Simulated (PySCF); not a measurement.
Compound: C5H8Si.
Atom-mapped SMILES: `[CH:1]#[C:2][CH2:3][C@@H:4]1[CH2:5][SiH2:6]1` (hydrogens: H7 on C1; H8, H9 on C3; H10 on C4; H11, H12 on C5; H13, H14 on Si6)

Level of theory: PBE0-D3(BJ)/def2-SVP geometry optimisation, gas phase (PySCF).

**Question.** List the bond lengths, angles and torsions at this level.

**Answer.** 
```
   bond  length (Å)
  C1≡C2       1.211
  C2–C3       1.458
  C3–C4       1.519
  C4–C5       1.536
 C5–Si6       1.866
 C4–Si6       1.866
  C1–H7       1.074
  C3–H8       1.105
  C3–H9       1.106
 C4–H10       1.097
 C5–H11       1.097
 C5–H12       1.095
Si6–H13       1.484
Si6–H14       1.483
```

A selection of angles:
```
      angle  degrees
   C2–C1–H7    179.9
   C1–C2–C3    179.2
   C2–C3–C4    113.5
   C2–C3–H8    108.8
   C2–C3–H9    109.1
   C4–C3–H8    109.9
   C4–C3–H9    109.8
   H8–C3–H9    105.5
   C3–C4–C5    118.0
  C3–C4–Si6    122.5
  C3–C4–H10    112.9
  C5–C4–Si6     65.7
  C5–C4–H10    114.3
 Si6–C4–H10    115.5
  C4–C5–Si6     65.7
  C4–C5–H11    116.0
  C4–C5–H12    117.2
 Si6–C5–H11    117.9
 Si6–C5–H12    120.3
 H11–C5–H12    112.3
 C5–Si6–H13    117.9
 C5–Si6–H14    119.7
  C4–Si6–C5     48.6
 C4–Si6–H13    118.4
 C4–Si6–H14    119.7
H13–Si6–H14    115.9
```

Dihedral angles: C2–C3–C4–C5 164° (antiperiplanar); C3–C4–C5–Si6 -115° (anticlinal); C3–C4–Si6–C5 109° (anticlinal).

The 4 C–C bonds span 1.211 Å (C1≡C2, drawn triple) to 1.536 Å (C4–C5, drawn single), a spread of 0.325 Å. The 3-membered ring C4–C5–Si6 has internal angles of 48.6° to 65.7°. Si6 (SiH2 silicon) has angles from 48.6° to 119.7°.

Point group: C1 (no symmetry element, even within 0.4 Å). Whether it is a minimum is left open (no frequencies). One conformer, not necessarily the lowest.

The run took 49 s wall on Arm Neoverse V1, one thread, no GPU, shared host with 32 logical CPUs at a one-minute load of 13, and the process peaked at 0.50 GiB of memory. This is the geometry optimisation.
